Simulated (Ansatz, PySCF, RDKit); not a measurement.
Pair of molecules: HBr (SMILES Br) (first 2 atoms) with CH6Si (SMILES C[SiH3]); geometry from B3LYP-D3(BJ)/def2-TZVP, rigid monomers moved along the line of their centres of mass till H2···H9 is 2.19 Å.
(charge 0, multiplicity 1):
```xyz
10

Br    -1.4292     0.0606    -0.1713
H     -0.3033    -0.1662     0.6813
C     -0.8543     0.4649     4.0106
Si     0.9125    -0.0960     3.7491
H     -1.0375     0.6758     5.0658
H     -1.5598    -0.3031     3.6897
H     -1.0650     1.3713     3.4408
H      1.8780     0.9502     4.1597
H      1.1544    -0.3827     2.3068
H      1.2013    -1.3399     4.5007
```

Counterpoise-corrected where a basis set is named; no monomer relaxation. Rows marked so take none. RDKit's UFF carries no charges.

Rows in STO-3G carry no dispersion term and start afresh at each structure; the Pople sets are all-electron and without relativity.

Programs: Ansatz (Gaussian basis) for Hartree–Fock, density functionals and correlated methods; PySCF for STO-3G rows, the dispersion terms; RDKit for the force fields. Each number belongs to the level named beside it.

Q: One of these levels gives -1.29 kcal/mol for the interaction energy. Name it.
A. HF/STO-3G (no counterpoise)
B. UFF
C. PBE-D3(BJ)/def2-TZVPPD
D. r2SCAN/def2-TZVPPD

A: D, r2SCAN/def2-TZVPPD. The others give -0.26 (UFF), 0.27 (HF/STO-3G (no counterpoise)), -2.25 (PBE-D3(BJ)/def2-TZVPPD)

Ansatz is a program for electronic structure.
